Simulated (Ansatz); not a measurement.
Consider the redistribution: `Cl[SiH2][ZnH]` + `BSB` → `B[S][ZnH]` + `B[SiH2]Cl`.

Gas-phase electronic energies from Ansatz, PBE0-D4/def2-TZVP geometries. CCSD(T)/CBS adds triple-zeta CCSD(T) − MP2 to the extrapolated MP2 energy (def2 sets, frozen cores). DFT in def2-TZVPP. B3LYP here is the variant with VWN-RPA as its local correlation; programs differ in this. HSE06 is defined as in plane-wave codes. For Zn outer-core shells are correlated without core-valence functions, which leaves a few kJ/mol of doubt a bond. Scalar relativity is left out up to krypton.

`Cl[SiH2][ZnH]`:

```xyz
6

Cl    0.723   -0.977   -1.978
Si    0.178    0.455   -0.568
Zn   -0.469   -0.672    1.432
H     1.353    1.357   -0.413
H    -0.901    1.268   -1.195
H    -0.883   -1.431    2.722
```

`BSB`:

```xyz
7

B    -0.619    0.060   -1.265
S     1.018    0.097   -0.526
B     0.682   -0.054    1.233
H    -1.584   -0.048   -0.577
H    -0.680    0.147   -2.452
H     1.622   -0.057    1.966
H    -0.439   -0.145    1.622
```

`B[S][ZnH]`:

```xyz
6

B    -1.004    0.519   -0.325
S    -0.497   -1.084   -0.896
Zn    1.312   -0.879    0.315
H    -2.041    0.970   -0.708
H    -0.333    1.166    0.439
H     2.563   -0.691    1.175
```

`B[SiH2]Cl`:

Cartesian coordinates in Å:
```
B 1.160 -0.401 0.134
Si -0.687 0.329 -0.121
Cl -2.180 -0.958 0.492
H 2.085 0.277 -0.208
H 1.388 -1.471 0.610
H -0.842 1.591 0.652
H -0.924 0.632 -1.559
```

Question: Is it downhill or uphill in electronic energy at CCSD(T)/CBS, and by how much? (Best estimate.)

Answer: Ansatz gave: Uphill: ΔE = +2.6 kcal/mol.

Question: What do these levels give: LDA (SPW92), B3LYP-D4, r2SCAN0-D4, ωB97X-V, BLYP, HSE06, BHLYP, MP2/def2-SVP, MP2/def2-TZVPP, SCS-MP2/def2-TZVPP, HF/def2-QZVPP, MP2/CBS(def2)? (An estimate is asked.)

Answer: Computed: LDA (SPW92) 4.4, B3LYP-D4 4.6, r2SCAN0-D4 2.9, ωB97X-V 3.2, BLYP 5.4, HSE06 4.2, BHLYP 3.7, MP2/def2-SVP 3.5, MP2/def2-TZVPP 3.2, SCS-MP2/def2-TZVPP 3.1, HF/def2-QZVPP 1.8, MP2/CBS(def2) 3.0 kcal/mol.

Largest T1 diagnostic among the species: 0.017.

At CCSD(T), def2-SVP lies +0.7 kcal/mol from the extrapolated value and def2-TZVPP +0.2 kcal/mol. Leaving LDA and LC-ωPBE aside and taking each functional with its dispersion term where it has one, the values, not all of them listed here, spread over 2.4 kcal/mol, from r2SCAN0-D4 to BLYP-D4.
